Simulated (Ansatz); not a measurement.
```yaml
crystal:
  periodic: [false, false, false]
  atoms:
    - {symbol: N, position_ang: [-1.157944, -0.516498, -0.916489]}
    - {symbol: Si, position_ang: [0.183010, 0.154212, -0.141845]}
    - {symbol: N, position_ang: [-0.076233, 0.075962, 1.530006]}
    - {symbol: O, position_ang: [1.451565, -0.640982, -0.804656]}
    - {symbol: Cl, position_ang: [0.557237, 2.172445, -0.465107]}
    - {symbol: H, position_ang: [-2.091913, -0.278331, -0.631002]}
    - {symbol: H, position_ang: [-1.105233, -0.808124, -1.877648]}
    - {symbol: H, position_ang: [0.312191, 0.760552, 2.154920]}
    - {symbol: H, position_ang: [-0.275035, -0.800295, 1.983233]}
    - {symbol: H, position_ang: [2.285355, -0.170041, -0.828413]}
basis:
  gaussian: {orbitals: STO-3G, nuclear_model: gaussian}
hamiltonian: {xc: {name: HF}}
correlation: {active_space: {window: {electrons: 3, orbitals: 2}}}
output: {forces: true}
```

```sh
$ ansatz run in.yaml --threads 4 --pin off --events-out ev --progress --plain --max-ram 10444MiB
```

Task: How does Ansatz answer? (Estimate.)

Result: The calculation gave: The run stopped with an error.
```
Functional definition: HF
  name "HF"
  cite "Fock, Z. Phys. 61, 126 (1930) doi:10.1007/BF01340294"
  parent pbe
  exchange = exact_x
  correlation = 0
471 factors; integrals over basis functions are off by at most 3.6e-5 eV
mean field evaluation 1: about -25155.3702 eV, gradient 2.6e1 eV
mean field evaluation 2: about -25155.4712 eV, gradient 2.6e1 eV
mean field evaluation 4: about -25157.8321 eV, gradient 1.1e0 eV
mean field evaluation 8: about -25157.8388 eV, gradient 1.2e-5 eV
mean field -25157.83883358 eV, -924.5335245386 hartree, gradient 1.6e-6 eV, S^2 0.000000; 0 other end points of the search recorded, 0 dependent functions left out
reference -25157.83883358 eV, -924.5335245386 hartree; 29, 29 occupied and 9, 9 virtual orbitals, 471 factors
Error: 3 electrons in 2 orbitals form no window around the highest filled level of the reference
```
